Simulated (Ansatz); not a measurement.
Relaxed structures of BSiH3Cl2, singlet (PBE0-D4/def2-TZVP; forces vanish, vibrations not checked; lower isomers may exist, and structures with a doubtful reference or unclear bonds are left out; Å). Computed with Ansatz 0.2.0 (basis: def2-TZVPP); correlated methods freeze the cores.

Question: Rank them by CCSD(T) energy, lowest first, and give each one's height above the lowest. Links in brackets join atoms within 1.22 times the sum of their covalent radii (1.1 for two metals). (Judge from chemistry; the value comes from the calculation.)
A.
BSiH₃Cl₂ ([Cl][BH][SiH2][Cl])
```
7
angstrom
B 0.2022 -1.1102 -0.0042
Si -0.2031 0.8636 0.0218
Cl 1.3783 1.9663 -0.7085
Cl -1.0355 -2.1813 0.5824
H -0.4750 1.3149 1.4110
H -1.3935 1.1548 -0.8183
H 1.2149 -1.6102 -0.3855
```
B.
BSiH₃Cl₂ ([Cl][BH]1[H][SiH]1[Cl])
```
7
angstrom
B -0.8084 0.7392 1.0688
Si -0.0055 -0.8438 0.3781
Cl -0.4215 1.2537 2.7280
Cl -0.2554 -1.3960 -1.5667
H 0.3263 0.8431 0.3049
H -1.6943 1.2418 0.4531
H 1.3053 -1.3657 0.8347
```
C.
BSiH₃Cl₂ ([BH2][SiH]([Cl])[Cl])
```
7
angstrom
B -0.5810 0.9542 0.5667
Si 0.4414 -0.5948 -0.1905
Cl 1.4100 0.0917 -1.8689
Cl -0.9302 -2.0405 -0.6945
H -0.3979 1.3810 1.6661
H -1.4072 1.4660 -0.1257
H 1.4649 -1.2575 0.6468
```

Answer: By the calculation: A (0.000 eV), C (0.034 eV), B (0.667 eV). Heights count from the lowest.

No T1 diagnostic of these runs exceeds 0.012.

For scale, one of the runs: CCSD(T)/def2-TZVPP, 199 basis functions, launched by `ansatz run in.yaml --threads 2 --pin off --events-out ev --progress --plain --max-ram 4352MiB`. The run took 79 s on 2 CPU threads of an Intel Xeon Platinum 8488C (shared host), with 2.1 GiB of host memory at its peak.
